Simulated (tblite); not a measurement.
Run record: tight-binding relaxation, `O=COC1=C[C]=CC(=O)O1` [radical].

Computed with GFN2-xTB geometry optimisation, gas phase (tblite 0.8.0). Start geometry: from a force field or distance geometry. The command runs a driver script over a list of jobs; the input below is this job's line of settings and its coordinates in Å.

Command:
```bash
OMP_NUM_THREADS=1 python probes_run.py task.json out
```

Input:
```
{"job": {"kind": "relax", "xc": "GFN2-xTB", "basis": "xTB"}, "charge": 0, "multiplicity": 2}
O      2.323300    -1.142300     0.823600
C      2.549800    -0.604100    -0.258800
O      1.756200     0.198000    -0.990300
C      0.456900     0.282000    -0.467000
C     -0.040000     1.441700    -0.008700
C     -1.355700     1.301300     0.456400
C     -2.183200     0.326500     0.560100
C     -1.647500    -0.956800     0.054400
O     -2.331900    -1.981200     0.055600
O     -0.362800    -0.923700    -0.438900
H      3.517900    -0.699400    -0.772600
H      0.498100     2.376300    -0.013500
H     -3.185500     0.382200     0.981900
```

Q: Estimate the output.

A: 
```
step      E/eV     max force
  0    -829.97423    3.349
  1    -830.17959    4.292
  2    -830.43553    1.252
  3    -830.50158    1.088
  4    -830.56070    0.908
  5    -830.59666    0.600
  6    -830.60848    0.410
  7    -830.61595    0.253
  8    -830.62197    0.170
  9    -830.62488    0.127
... (42 lines left out)
 52    -830.64872    0.039
 53    -830.64888    0.044
 54    -830.64905    0.050
 55    -830.64927    0.047
 56    -830.64956    0.047
 57    -830.64992    0.046
 58    -830.65020    0.039
 59    -830.65032    0.024
 60    -830.65036    0.014
 61    -830.65037    0.007
```

«max force» is the largest atomic force in eV/Å.

Q: From which step on does the largest force stay under 0.1 eV/Å, and how much energy is left to gain from there?

A: From step 45 (0.055 eV/Å), 2.7 meV above the end.

Main results: energy lowered by 15.6 kcal/mol over 61 steps; largest atomic force 0.007 eV/Å at the end.

Hardware: one thread, Arm Neoverse V2 (aarch64), no GPU, on a shared host. Cost: 0.31 s of wall time.
Labels such as C1 count atoms from 1, the log's own numbers from 0.
